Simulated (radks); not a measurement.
The numbers below are computed, except where a source is named.
Problem. The mean radii <r> (bohr) of the occupied orbitals of an atom or ion are listed with their occupations. Code: a radial shooting solver on a logarithmic mesh with Libxc functionals. Model: Dirac Kohn-Sham, PBE, spin-unpolarised, spherical densities, point nucleus.

orbital  occ.      <r>
1s1/2       2  0.03609
2s1/2       2   0.1573
2p1/2       2   0.1342
2p3/2       4   0.1386
3s1/2       2   0.4223
3p1/2       2   0.4128
3p3/2       4   0.4214
3d3/2       4   0.3874
3d5/2       2   0.3900

Name the element and its charge. Open shells, if any, fill j = l - 1/2 first.

Solution. Z = 41, niobium, charge +17: Nb17+ in [Ar] 3d6. The 1s radius gives Z: for a bare nucleus <r> = (2 gamma + 1)/(2Z) with gamma = sqrt(1 - (Z/c)^2), 0.03547 bohr for Z = 41, and screening makes it slightly larger (0.03609 here). The occupations add up to 24, and the charge is Z minus that.
